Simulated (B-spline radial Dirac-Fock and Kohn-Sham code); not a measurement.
# Relativistic shifts of the levels of Pt⁴⁺

System: platinum as Pt⁴⁺ in the configuration [Xe] 4f14 5d6.

Both columns are ΔSCF binding energies of the configuration average from an atomic code on a B-spline grid: non-relativistic Hartree-Fock with a point nucleus, and Dirac-Fock with a finite nucleus and the Coulomb interaction alone, averaged over the two j levels with weights 2j+1.

| shell | Hartree-Fock (eV) | Dirac-Fock (eV) | shift (eV) | shift (%) |
| --- | --- | --- | --- | --- |
| 1s | 71705.4 | 78870.9 | +7165.47 | +9.99 |
| 2s | 12086.0 | 14004.1 | +1918.05 | +15.87 |
| 2p | 11592.5 | 12236.8 | +644.21 | +5.56 |
| 3s | 2900.0 | 3378.7 | +478.62 | +16.50 |
| 3p | 2668.3 | 2849.0 | +180.71 | +6.77 |
| 3d | 2240.6 | 2221.5 | -19.11 | -0.85 |
| 4s | 677.2 | 797.2 | +120.00 | +17.72 |
| 4p | 576.8 | 619.6 | +42.71 | +7.40 |
| 4d | 393.4 | 387.8 | -5.59 | -1.42 |
| 4f | 147.3 | 133.8 | -13.55 | -9.20 |
| 5s | 146.5 | 168.5 | +21.99 | +15.01 |
| 5p | 112.1 | 118.2 | +6.08 | +5.42 |
| 5d | 60.20 | 58.63 | -1.56 | -2.60 |

Relativity binds 1s, 2s, 2p, 3s, 3p, 4s, 4p, 5s, 5p more strongly, among those listed most of all 4s in relative terms, and 3d, 4d, 4f, 5d more weakly, because the contracted s and p shells screen the nucleus better.

Values without a named source are computed, but for edge energies of neutral atoms, which are taken from tables.
